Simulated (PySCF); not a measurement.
A structure optimised at PBE0-D3(BJ)/def2-SVP, used in a PySCF frequency run:

```
Si
O 1 1.6675
C 2 1.3976 1 123.96
H 3 1.1010 2 108.92 1 180.00
H 3 1.1065 4 107.78 2 -121.95
H 3 1.1065 4 107.78 5 -116.09
H 1 1.5001 2 109.81 3 -59.04
H 1 1.5001 7 107.57 2 -119.47
C 1 1.8620 7 111.17 8 -121.92
H 9 1.1004 1 110.62 7 -60.11
H 9 1.1004 10 108.27 1 121.37
H 9 1.1011 10 108.33 11 117.27
```

Task: Write its SMILES, formula and point group.

Result: CO[SiH2]C, C2H8OSi, Cs

Task: What are its rotational constants (standard atomic weights)?

Result: 17.002, 3.0530, 2.7628 GHz
